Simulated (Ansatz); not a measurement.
```yaml
crystal:
  periodic: [false, false, false]
  atoms:
    - {symbol: B, position_ang: [-0.152022, 0.955608, -0.581584]}
    - {symbol: C, position_ang: [1.051037, 0.208631, -0.304372]}
    - {symbol: N, position_ang: [0.773290, -0.740398, 0.339065]}
    - {symbol: C, position_ang: [-0.522830, -0.737018, 0.545947]}
    - {symbol: O, position_ang: [-1.061695, 0.310068, -0.027658]}
    - {symbol: H, position_ang: [2.058613, 0.407167, -0.502477]}
    - {symbol: H, position_ang: [2.008613, 0.357167, -0.552477]}
    - {symbol: H, position_ang: [-0.938065, -1.570354, 0.162557]}
    - {symbol: H, position_ang: [-0.716950, -0.705634, 1.533466]}
basis:
  gaussian: {orbitals: def2-SVP}
hamiltonian: {xc: {name: wB97}, pseudopotentials: {relativity: none}}
output: {forces: true}
```

```sh
$ ansatz run in.yaml --threads 2 --pin off --events-out ev --progress --plain --max-ram 4352MiB
```

It prints (some lines left out):

```
Functional definition: wB97
1017 factors; their error is unknown
297 factors; integrals over basis functions are off by at most 1.2e-5 eV
mean field evaluation 1: about -6204.9559 eV, gradient 3.8e1 eV
mean field evaluation 2: about -6206.6459 eV, gradient 3.3e1 eV
mean field evaluation 4: about -6208.5051 eV, gradient 1.9e0 eV
mean field evaluation 8: about -6208.5260 eV, gradient 2.5e-1 eV
mean field evaluation 16: about -6208.6175 eV, gradient 7.0e-1 eV
mean field -6208.56311323 eV, -228.1604860958 hartree, gradient 2.0e-5 eV, S^2 0.000000; 0 other end points of the search recorded, 0 dependent functions left out
reference -6208.56310542 eV, -228.1604858089 hartree; 18, 18 occupied and 72, 72 virtual orbitals, 1017 factors
Total energy: -6208.56310542 eV, -228.1604858089 hartree
Atom 0 at    -0.152022     0.955608    -0.581584 Å, force     2.837251    10.138642    -5.269212 eV/Å
Atom 1 at     1.051037     0.208631    -0.304372 Å, force    -6.739235     2.357031    -1.506212 eV/Å
Atom 2 at     0.773290    -0.740398     0.339065 Å, force     6.213179    -7.461568     5.080587 eV/Å
Atom 3 at    -0.522830    -0.737018     0.545947 Å, force    -1.727765    -1.740195     0.118682 eV/Å
Atom 4 at    -1.061695     0.310068    -0.027658 Å, force    -6.831457    -0.248523     0.710468 eV/Å
Atom 5 at     2.058613     0.407167    -0.502477 Å, force  1096.794069  1095.153321  1094.169101 eV/Å
Atom 6 at     2.008613     0.357167    -0.552477 Å, force -1087.941048 -1094.049024 -1096.564027 eV/Å
Atom 7 at    -0.938065    -1.570354     0.162557 Å, force    -1.772281    -4.260244    -1.114422 eV/Å
Atom 8 at    -0.716950    -0.705634     1.533466 Å, force    -0.832713     0.110560     4.375035 eV/Å
Dipole moment:     0.759989    -0.894079     0.238088 e Å
```

Task: What is wrong with this run?

Result: One atom was put on top of another. The calculation finished and met its thresholds. The result belongs to that input, not to the molecule as meant.
